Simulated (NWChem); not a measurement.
System: HSeSF; SMILES [Se](F)S

NWChem input:

```
start job
memory heap 200 mb stack 900 mb global 1100 mb
geometry units angstroms
  Se     0.155828     0.154120     0.512420
  F      1.365603     0.872381    -0.704768
  S     -1.176081    -0.833304    -0.814774
  H     -0.533191    -2.007361    -0.938033
end
basis spherical
  * library def2-svp
end
dft
  xc pbe0
  iterations 150
end
driver
  maxiter 120
end
task dft optimize
task dft freq
```

Output (shortened):

```
             Northwest Computational Chemistry Package (NWChem) 7.3.0
             --------------------------------------------------------

 C1  symmetry detected

                             Geometry "geometry" -> ""
                             -------------------------

 Output coordinates in angstroms (scale by  1.889725989 to convert to a.u.)

  No.       Tag          Charge          X              Y              Z
 ---- ---------------- ---------- -------------- -------------- --------------
    1 Se                  34.0000    -0.45174293     0.42571373    -0.00737811
    2 F                    9.0000     1.15007065     1.37183891    -0.01381712
    3 S                   16.0000     0.28423394    -1.56588406    -0.05541954
    4 H                    1.0000     0.46088068    -1.76667197     1.26192260

 Effective nuclear repulsion energy (a.u.)     261.8245426696

                                Z-matrix (autoz)
                                --------

 Units are Angstrom for bonds and degrees for angles

      Type          Name      I     J     K     L     M      Value
      ----------- --------  ----- ----- ----- ----- ----- ----------
    1 Stretch                  1     2                       1.86038
    2 Stretch                  1     3                       2.12378
    3 Stretch                  3     4                       1.34421
    4 Bend                     1     3     4                99.40702
    5 Bend                     2     1     3               100.27998
    6 Torsion                  2     1     3     4          86.28126

                           NWChem Geometry Optimization
                           ----------------------------

 maximum gradient threshold         (gmax) =   0.000450
 rms gradient threshold             (grms) =   0.000300
 maximum cartesian step threshold   (xmax) =   0.001800
 rms cartesian step threshold       (xrms) =   0.001200
 fixed trust radius                (trust) =   0.300000
 source of zmatrix                         =   autoz

          -------------------
          Energy Minimization
          -------------------

 Using diagonal initial Hessian
 Scaling for Hessian diagonals: bonds = 1.00  angles = 0.25  torsions = 0.10

          --------
          Step   0

                                 NWChem DFT Module
                                 -----------------

 Summary of "ao basis" -> "ao basis" (spherical)
 ------------------------------------------------------------------------------
       Tag                 Description            Shells   Functions and Types
 ---------------- ------------------------------  ------  ---------------------
 Se                         def2-svp                12       32   5s4p3d
 F                          def2-svp                 6       14   3s2p1d
 S                          def2-svp                 8       18   4s3p1d
 H                          def2-svp                 3        5   2s1p

            General Information
            -------------------
          SCF calculation type: DFT
          Wavefunction type:  closed shell.
          No. of atoms     :     4
          No. of electrons :    60
           Alpha electrons :    30
            Beta electrons :    30
          Charge           :     0
          Spin multiplicity:     1
          Use of symmetry is: off; symmetry adaption is: off
          Maximum number of iterations: 150
          AO basis - number of functions:    69
                     number of shells:    29
          Convergence on energy requested:  1.00D-06
          Convergence on density requested:  1.00D-05
          Convergence on gradient requested:  5.00D-04

              XC Information
              --------------
                         PBE0 Method XC Functional
                     Hartree-Fock (Exact) Exchange  0.250
          PerdewBurkeErnzerhof Exchange Functional  0.750
            Perdew 1991 LDA Correlation Functional  1.000 local
           PerdewBurkeErnz. Correlation Functional  1.000 non-local

             Grid Information
             ----------------
          Grid used for XC integration:  medium
          Radial quadrature: Mura-Knowles
          Angular quadrature: Lebedev.
          Tag              B.-S. Rad. Rad. Pts. Rad. Cut. Ang. Pts.
          ---              ---------- --------- --------- ---------
          Se                  1.15      112           8.0       590
          F                   0.50       49          10.0       434
          S                   1.00       88           8.0       590
          H                   0.35       45           9.0       434
          Grid pruning is: on
          Number of quadrature shells:   294
          Spatial weights used:  Erf1

      Superposition of Atomic Density Guess
      -------------------------------------

 Sum of atomic energies:       -2896.65089406

      Non-variational initial energy
      ------------------------------

 Total energy =   -2896.931406
 1-e energy   =   -4555.026411
 2-e energy   =    1396.270463
 HOMO         =      -0.234753
 LUMO         =      -0.065888

   convergence    iter        energy       DeltaE   RMS-Dens  Diis-err
 ---------------- ----- ----------------- --------- --------- ---------
 d= 0,ls=0.0,diis     1  -2899.0709857501 -3.16D+03  2.23D-02  6.26D-01
 d= 0,ls=0.0,diis     2  -2898.8814037497  1.90D-01  1.39D-02  2.67D+00
 d= 0,ls=0.0,diis     3  -2899.1489295157 -2.68D-01  2.04D-03  2.66D-02
 d= 0,ls=0.0,diis     4  -2899.1513409548 -2.41D-03  6.86D-04  2.54D-03
 d= 0,ls=0.0,diis     5  -2899.1516509781 -3.10D-04  2.43D-04  2.79D-04
  Resetting Diis
 d= 0,ls=0.0,diis     6  -2899.1516791125 -2.81D-05  7.61D-05  2.19D-05
 d= 0,ls=0.0,diis     7  -2899.1516823400 -3.23D-06  2.78D-05  1.02D-06
 d= 0,ls=0.0,diis     8  -2899.1516822598  8.02D-08  1.60D-05  1.88D-06
 d= 0,ls=0.0,diis     9  -2899.1516825084 -2.49D-07  2.36D-06  5.21D-08

         Total DFT energy =    -2899.151682508366
      One electron energy =    -4554.194774002717
           Coulomb energy =     1516.392147819600
    Exchange-Corr. energy =     -123.173598994807
 Nuclear repulsion energy =      261.824542669558

 Numeric. integr. density =       59.999998168235

                       DFT Final Molecular Orbital Analysis
                       ------------------------------------

 Vector   28  Occ=2.000000D+00  E=-3.602469D-01
              MO Center=  3.7D-01,  1.1D-01, -5.9D-02, r^2= 3.4D+00
   Bfn.  Coefficient  Atom+Function         Bfn.  Coefficient  Atom+Function
  ----- ------------  ---------------      ----- ------------  ---------------
    37     -0.318704  2 F  py                58      0.312110  3 S  py
    36      0.294539  2 F  px                55      0.261986  3 S  py
    40      0.231074  2 F  py                39     -0.219089  2 F  px
    12      0.200365  1 Se px                13     -0.192177  1 Se py
     4     -0.181881  1 Se s                  5     -0.173493  1 Se s

 Vector   29  Occ=2.000000D+00  E=-3.145739D-01
              MO Center=  3.1D-01, -1.2D+00, -3.4D-02, r^2= 2.3D+00
   Bfn.  Coefficient  Atom+Function         Bfn.  Coefficient  Atom+Function
  ----- ------------  ---------------      ----- ------------  ---------------
    57      0.571232  3 S  px                54      0.413050  3 S  px
    51      0.233172  3 S  px                37     -0.177368  2 F  py
    58      0.177181  3 S  py                40      0.132787  2 F  py
    55      0.132170  3 S  py                36     -0.130524  2 F  px
     4      0.111451  1 Se s                 39      0.106322  2 F  px

 Vector   30  Occ=2.000000D+00  E=-2.621652D-01
              MO Center= -2.2D-01,  3.0D-01,  2.6D-02, r^2= 2.4D+00
   Bfn.  Coefficient  Atom+Function         Bfn.  Coefficient  Atom+Function
  ----- ------------  ---------------      ----- ------------  ---------------
    17      0.565841  1 Se pz                14      0.508168  1 Se pz
    11     -0.311224  1 Se pz                38      0.252674  2 F  pz
    41     -0.199379  2 F  pz                65     -0.155020  4 H  s
    50      0.146924  3 S  s                 66     -0.121486  4 H  s
     8      0.100687  1 Se pz                56     -0.092424  3 S  pz

 Vector   31  Occ=0.000000D+00  E=-7.538718D-02
              MO Center= -1.7D-01,  3.7D-01, -1.0D-02, r^2= 2.6D+00
   Bfn.  Coefficient  Atom+Function         Bfn.  Coefficient  Atom+Function
  ----- ------------  ---------------      ----- ------------  ---------------
    15      0.595672  1 Se px                16      0.390740  1 Se py
    12      0.382838  1 Se px                36     -0.315738  2 F  px
    39      0.283776  2 F  px                35     -0.274755  2 F  s
    57     -0.269641  3 S  px                 4      0.257463  1 Se s
     9     -0.236123  1 Se px                13      0.225434  1 Se py

[...]

      ----------------------
      Optimization converged
      ----------------------

  Step       Energy      Delta E   Gmax     Grms     Xrms     Xmax
  ---- ---------------- -------- -------- -------- -------- --------
@    5   -2899.15475218 -3.8D-07  0.00004  0.00002  0.00059  0.00112
                                     ok       ok       ok       ok

                                Z-matrix (autoz)
                                --------

 Units are Angstrom for bonds and degrees for angles

      Type          Name      I     J     K     L     M      Value     Gradient
      ----------- --------  ----- ----- ----- ----- ----- ---------- ----------
    1 Stretch                  1     2                       1.77486   -0.00003
    2 Stretch                  1     3                       2.15184    0.00001
    3 Stretch                  3     4                       1.35770   -0.00004
    4 Bend                     1     3     4                99.30923    0.00003
    5 Bend                     2     1     3               102.28250    0.00001
    6 Torsion                  2     1     3     4          86.94861    0.00000

                         Geometry "geometry" -> "geometry"
                         ---------------------------------

 Output coordinates in angstroms (scale by  1.889725989 to convert to a.u.)

  No.       Tag          Charge          X              Y              Z
 ---- ---------------- ---------- -------------- -------------- --------------
    1 Se                  34.0000    -0.40788770     0.45748008    -0.00563477
    2 F                    9.0000     1.11166498     1.37442933    -0.02317380
    3 S                   16.0000     0.28562129    -1.57885892    -0.05837869
    4 H                    1.0000     0.45404376    -1.78805388     1.27249508

 Effective nuclear repulsion energy (a.u.)     264.0709013046

                Final and change from initial internal coordinates
                --------------------------------------------------

                                Z-matrix (autoz)
                                --------

 Units are Angstrom for bonds and degrees for angles

      Type          Name      I     J     K     L     M      Value       Change
      ----------- --------  ----- ----- ----- ----- ----- ---------- ----------
    1 Stretch                  1     2                       1.77486   -0.08551
    2 Stretch                  1     3                       2.15184    0.02806
    3 Stretch                  3     4                       1.35770    0.01349
    4 Bend                     1     3     4                99.30923   -0.09779
    5 Bend                     2     1     3               102.28250    2.00252
    6 Torsion                  2     1     3     4          86.94861    0.66734

 ==============================================================================
                                internuclear distances
 ------------------------------------------------------------------------------
       center one      |      center two      | atomic units |  angstroms
 ------------------------------------------------------------------------------
    2 F                |   1 Se               |     3.35401  |     1.77486
    3 S                |   1 Se               |     4.06639  |     2.15184
    4 H                |   3 S                |     2.56568  |     1.35770
 ------------------------------------------------------------------------------
                         number of included internuclear distances:          3
 ==============================================================================

[second-derivative integrals and response iterations left out]

  Vibrational analysis via the FX method

  See chapter 2 in "Molecular Vibrations" by Wilson, Decius and Cross

  Vib: Default input used

 ---------------------------- Atom information ----------------------------
     atom    #        X              Y              Z            mass
 --------------------------------------------------------------------------
    Se       1 -7.7079599D-01  8.6451200D-01 -1.0648165D-02  7.8918300D+01
    F        2  2.1007422D+00  2.5972948D+00 -4.3792136D-02  1.8998400D+01
    S        3  5.3974597D-01 -2.9836107D+00 -1.1031973D-01  3.1972070D+01
    H        4  8.5801830D-01 -3.3789319D+00  2.4046670D+00  1.0078250D+00
 --------------------------------------------------------------------------

[unprojected Hessian and modes left out]

        Vibrational analysis via the FX method
  --- with translations and rotations projected out ---
  --- via the Eckart algorithm                      ---
 Projected Nuclear Hessian trans-rot subspace norm:3.4958D-33
                         (should be close to zero!)

[projected Hessian left out]

 Rotational Constants
 --------------------
 A=   0.409793 cm-1  (  0.589587 K)
 B=   0.123667 cm-1  (  0.177925 K)
 C=   0.096893 cm-1  (  0.139404 K)

 Temperature                      =   298.15K
 frequency scaling parameter      =   1.0000

 Zero-Point correction to Energy  =    7.454 kcal/mol  (  0.011879 au)
 Thermal correction to Energy     =   10.056 kcal/mol  (  0.016025 au)
 Thermal correction to Enthalpy   =   10.648 kcal/mol  (  0.016969 au)

 Total Entropy                    =   70.133 cal/mol-K
   - Translational                =   40.502 cal/mol-K (mol. weight = 130.8966)
   - Rotational                   =   25.288 cal/mol-K (symmetry #  =        1)
   - Vibrational                  =    4.342 cal/mol-K

 Cv (constant volume heat capacity) =   12.098 cal/mol-K
   - Translational                  =    2.979 cal/mol-K
   - Rotational                     =    2.979 cal/mol-K
   - Vibrational                    =    6.139 cal/mol-K

[normal modes left out]

 ----------------------------------------------------------------------------
 Normal Eigenvalue ||           Projected Infra Red Intensities
  Mode   [cm**-1]  || [atomic units] [(debye/angs)**2] [(KM/mol)] [arbitrary]
 ------ ---------- || -------------- ----------------- ---------- -----------
    1       -0.000 ||    0.002926           0.068         2.853       2.861
    2       -0.000 ||    0.000675           0.016         0.658       0.660
    3       -0.000 ||    0.000412           0.010         0.402       0.403
    4        0.000 ||    0.000007           0.000         0.007       0.007
    5        0.000 ||    0.000599           0.014         0.584       0.586
    6        0.000 ||    0.000255           0.006         0.248       0.249
    7      206.300 ||    0.004757           0.110         4.637       4.651
    8      426.348 ||    0.023966           0.553        23.363      23.430
    9      429.493 ||    0.010313           0.238        10.054      10.082
   10      652.267 ||    0.074072           1.709        72.209      72.417
   11      852.492 ||    0.002756           0.064         2.687       2.694
   12     2649.962 ||    0.002005           0.046         1.955       1.960
 ----------------------------------------------------------------------------
```

Level: PBE0/def2-SVP. This build's default masses of Se (78.918 u) and Br (79.917 u) are each other's, which moves their modes by up to 0.6 %.
